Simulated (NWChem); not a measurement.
System: PGMEA (C6H12O3); SMILES COCC(C)OC(C)=O

Excerpt of the output:

```
             Northwest Computational Chemistry Package (NWChem) 7.3.0
             --------------------------------------------------------

 C1  symmetry detected

                             Geometry "geometry" -> ""
                             -------------------------

 Output coordinates in angstroms (scale by  1.889725989 to convert to a.u.)

  No.       Tag          Charge          X              Y              Z
 ---- ---------------- ---------- -------------- -------------- --------------
    1 C                    6.0000     1.08814105    -3.29025828    -0.29977164
    2 O                    8.0000     0.17951322    -2.36281863     0.23593780
    3 C                    6.0000     0.25942052    -1.10254116    -0.38158972
    4 C                    6.0000    -0.69267610    -0.14381950     0.34195865
    5 C                    6.0000    -2.13506487    -0.61306077     0.25447316
    6 O                    8.0000    -0.61465127     1.15216382    -0.26275571
    7 C                    6.0000     0.39295445     1.95294477     0.10104554
    8 C                    6.0000     0.30255476     3.27638463    -0.61342600
    9 O                    8.0000     1.24447155     1.64962570     0.89297571
   10 H                    1.0000     2.12346972    -2.95046219    -0.17492474
   11 H                    1.0000     0.90014116    -3.46078462    -1.36736971
   12 H                    1.0000     0.94166404    -4.21888796     0.24769960
   13 H                    1.0000    -0.02451654    -1.17249965    -1.44449324
   14 H                    1.0000     1.28520616    -0.70819993    -0.32158231
   15 H                    1.0000    -0.37011807    -0.06621738     1.38749301
   16 H                    1.0000    -2.78217048     0.04522692     0.82738720
   17 H                    1.0000    -2.46033434    -0.61163775    -0.78271807
   18 H                    1.0000    -2.19739054    -1.62143602     0.65079369
   19 H                    1.0000     0.33030123     3.11025870    -1.68722461
   20 H                    1.0000     1.12976670     3.91099186    -0.31189698
   21 H                    1.0000    -0.64266588     3.75398272    -0.36856627

 Effective nuclear repulsion energy (a.u.)     482.2454784871

                                Z-matrix (autoz)
                                --------

 Units are Angstrom for bonds and degrees for angles

      Type          Name      I     J     K     L     M      Value
      ----------- --------  ----- ----- ----- ----- ----- ----------
    1 Stretch                  1     2                       1.40454
    2 Stretch                  1    10                       1.09679
    3 Stretch                  1    11                       1.09736
    4 Stretch                  1    12                       1.08790
    5 Stretch                  2     3                       1.40571
    6 Stretch                  3     4                       1.53270
    7 Stretch                  3    13                       1.10240
    8 Stretch                  3    14                       1.10061
    9 Stretch                  4     5                       1.51932
   10 Stretch                  4     6                       1.43225
   11 Stretch                  4    15                       1.09691
   12 Stretch                  5    16                       1.08642
   13 Stretch                  5    17                       1.08700
   14 Stretch                  5    18                       1.08525
   15 Stretch                  6     7                       1.33749
   16 Stretch                  7     8                       1.50670
   17 Stretch                  7     9                       1.20176
   18 Stretch                  8    19                       1.08693
   19 Stretch                  8    20                       1.08532
   20 Stretch                  8    21                       1.08697
   21 Bend                     1     2     3               112.80968
   22 Bend                     2     1    10               111.26495
   23 Bend                     2     1    11               111.27532
   24 Bend                     2     1    12               106.53492
   25 Bend                     2     3     4               108.54832
   26 Bend                     2     3    13               110.61124
   27 Bend                     2     3    14               110.50281
   28 Bend                     3     4     5               111.67643
   29 Bend                     3     4     6               109.44147
   30 Bend                     3     4    15               108.15269
   31 Bend                     4     3    13               109.56420
   32 Bend                     4     3    14               109.21439
   33 Bend                     4     5    16               110.36293
   34 Bend                     4     5    17               109.79305
   35 Bend                     4     5    18               108.69104
   36 Bend                     4     6     7               117.90161
   37 Bend                     5     4     6               107.87084
   38 Bend                     5     4    15               110.84903
   39 Bend                     6     4    15               108.80834
   40 Bend                     6     7     8               110.59228
   41 Bend                     6     7     9               124.18903
   42 Bend                     7     8    19               109.43199
   43 Bend                     7     8    20               109.64103
   44 Bend                     7     8    21               109.34750
   45 Bend                     8     7     9               125.21822
   46 Bend                    10     1    11               108.69958
   47 Bend                    10     1    12               109.52786
   48 Bend                    11     1    12               109.50416
   49 Bend                    13     3    14               108.38251
   50 Bend                    16     5    17               108.91399
   51 Bend                    16     5    18               109.64639
   52 Bend                    17     5    18               109.41967
   53 Bend                    19     8    20               110.14396
   54 Bend                    19     8    21               108.17389
   55 Bend                    20     8    21               110.07721
   56 Torsion                  1     2     3     4        -175.85853
   57 Torsion                  1     2     3    13          63.90574
   58 Torsion                  1     2     3    14         -56.11744
   59 Torsion                  2     3     4     5         -61.30146
   60 Torsion                  2     3     4     6         179.32595
   61 Torsion                  2     3     4    15          60.93189
   62 Torsion                  3     2     1    10          60.57643
   63 Torsion                  3     2     1    11         -60.80499
   64 Torsion                  3     2     1    12         179.89716
   65 Torsion                  3     4     5    16         176.33383
   66 Torsion                  3     4     5    17         -63.59734
   67 Torsion                  3     4     5    18          56.05831
   68 Torsion                  3     4     6     7         -81.66390
   69 Torsion                  4     6     7     8        -178.99192
   70 Torsion                  4     6     7     9           0.76904
   71 Torsion                  5     4     3    13          59.58278
   72 Torsion                  5     4     3    14         178.15601
   73 Torsion                  5     4     6     7         156.64339
   74 Torsion                  6     4     3    13         -59.78981
   75 Torsion                  6     4     3    14          58.78342
   76 Torsion                  6     4     5    16         -63.36891
   77 Torsion                  6     4     5    17          56.69992
   78 Torsion                  6     4     5    18         176.35557
   79 Torsion                  6     7     8    19         -58.74679
   80 Torsion                  6     7     8    20        -179.65386
   81 Torsion                  6     7     8    21          59.57411
   82 Torsion                  7     6     4    15          36.32131
   83 Torsion                  9     7     8    19         121.49524
   84 Torsion                  9     7     8    20           0.58817
   85 Torsion                  9     7     8    21        -120.18386
   86 Torsion                 13     3     4    15        -178.18388
   87 Torsion                 14     3     4    15         -59.61064
   88 Torsion                 15     4     5    16          55.66177
   89 Torsion                 15     4     5    17         175.73060
   90 Torsion                 15     4     5    18         -64.61375

                           NWChem Geometry Optimization
                           ----------------------------

 maximum gradient threshold         (gmax) =   0.000450
 rms gradient threshold             (grms) =   0.000300
 maximum cartesian step threshold   (xmax) =   0.001800
 rms cartesian step threshold       (xrms) =   0.001200
 fixed trust radius                (trust) =   0.300000
 source of zmatrix                         =   autoz

          -------------------
          Energy Minimization
          -------------------

 Using diagonal initial Hessian
 Scaling for Hessian diagonals: bonds = 1.00  angles = 0.25  torsions = 0.10

          --------
          Step   0

[...]

      ----------------------
      Optimization converged
      ----------------------

  Step       Energy      Delta E   Gmax     Grms     Xrms     Xmax
  ---- ---------------- -------- -------- -------- -------- --------
@   10    -461.52966972 -2.3D-07  0.00008  0.00002  0.00064  0.00177
                                     ok       ok       ok       ok

                                Z-matrix (autoz)
                                --------

 Units are Angstrom for bonds and degrees for angles

[...]
```

Level: B3LYP/6-31G* (spherical d). No frequency run checked for a minimum.

**Question.** Reconstruct the input file.

**Answer.** This is not unique; one that fits is the input that was run:
```
start job
memory heap 200 mb stack 900 mb global 1100 mb
geometry units angstroms
  C      3.350431     1.028089     0.049774
  O      2.388159     0.037224     0.304632
  C      1.149331     0.312304    -0.300067
  C      0.149136    -0.768977     0.123724
  C      0.590456    -2.150320    -0.329547
  O     -1.125805    -0.498070    -0.469972
  C     -1.916021     0.400710     0.127208
  C     -3.218575     0.538817    -0.617382
  O     -1.619280     1.005151     1.122614
  H      3.028779     2.003372     0.434893
  H      3.549575     1.122606    -1.025213
  H      4.258587     0.716614     0.561408
  H      1.245819     0.315911    -1.398227
  H      0.774956     1.296973     0.018700
  H      0.046352    -0.730555     1.215130
  H     -0.098499    -2.906370     0.036579
  H      0.613957    -2.191313    -1.415519
  H      1.584696    -2.343161     0.060420
  H     -3.019110     0.843157    -1.641590
  H     -3.844612     1.275289    -0.123811
  H     -3.723180    -0.423614    -0.641849
end
basis spherical
  * library 6-31g*
end
dft
  xc b3lyp
  iterations 150
end
driver
  maxiter 120
end
task dft optimize
```
